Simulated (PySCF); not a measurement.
Which method gave which barrier?

Saddle point of GeH5SF, singlet (GeH₃F ([F][GeH3]) + H₂S → GeH₄S ([SH][GeH3]) + HF; bonds formed: Ge1–S7, F2–H6; bonds broken: Ge1–F2, H6–S7), PBE0-D4/def2-TZVP structure:

```tsv
atom	x (Å)	y (Å)	z (Å)
Ge1	-0.5145	0.0960	-0.7381
F2	1.2416	-0.9202	-0.4227
H3	0.0574	0.1426	-2.1690
H4	-0.9566	1.5368	-0.4187
H5	-1.6121	-0.9603	-0.6145
H6	1.0347	-0.7728	0.7054
S7	0.0386	-0.1412	1.7903
H8	0.7108	1.0190	1.8672
```

Computed with PySCF 2.14 with density fitting (its default auxiliary sets; JK sets also for MP2 and CCSD(T)) (basis: def2-TZVPP, with def2-QZVPP for the basis limit); correlated methods freeze the cores. Filled d shells of the heavier atoms are correlated. The def2 sets are not built for correlating such inner shells, so the correlated values are less sure here. Extrapolation: Hartree–Fock as exp(−7.88 √X), correlation as X^−2.97. Four methods, as single points on the PBE0-D4 structures, gave these electronic barriers from the start structure: 1.019, 1.212, 1.639, 2.239 eV.

Q: The methods were, in alphabetical order, BHLYP-D4, HF, PBE-D4, r2SCAN-D4. Which gave which? (Judge from chemistry; the calculation decides.)

A: The calculation gives: PBE-D4 1.019; r2SCAN-D4 1.212; BHLYP-D4 1.639; HF 2.239 eV. For comparison, CCSD(T) at an estimated basis limit (MP2 extrapolated from triple and quadruple zeta, plus CCSD(T) − MP2 in triple zeta) gives 1.502 eV.

The T1 diagnostic stays at or below 0.013.

Exchanges of this kind with a chalcogen hydride build sulfide and selenide films.

Labels in which every atom is bracketed show which atoms are joined, not bond orders.

For scale, one of the runs: CCSD(T)/def2-TZVPP, 191 basis functions, launched by `OMP_NUM_THREADS=4 python run.py`. Time: 7.4 min of wall clock on 4 CPU threads of an Arm Neoverse V2; the host was shared. Peak host memory: 2.6 GiB.
